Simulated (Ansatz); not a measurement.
Z-matrix (Å, degrees):
```
Si
N 1 1.7453
H 2 1.0180 1 117.35
H 2 1.0180 3 109.36 1 -136.89
H 1 1.4975 2 107.26 3 54.63
H 1 1.4975 5 109.28 2 -115.96
Si 1 2.3598 5 108.55 6 -118.22
H 7 1.4996 1 112.28 5 59.34
H 7 1.4998 8 108.03 1 -121.99
H 7 1.4998 8 108.03 9 -116.03
```
Charge 0, spin multiplicity 1.

The numbers are results of frozen-core CCSD(T)/cc-pVTZ // PBE-D3(BJ)/def2-TZVP (Ansatz, a program for electronic structure), not measurements.

```json
{
 "HF energy": "-636.45457 Ha",
 "MP2 correlation energy": "-0.47510 Ha"
}
```

Q: Estimate the CCSD correlation energy, the (T) correction, the total energy and the T1 diagnostic.

A: 
- CCSD correlation energy = -0.52642 Ha
- (T) correction = -0.01824 Ha
- CCSD(T) total energy = -636.99922 Ha
- T1 diagnostic = 0.012
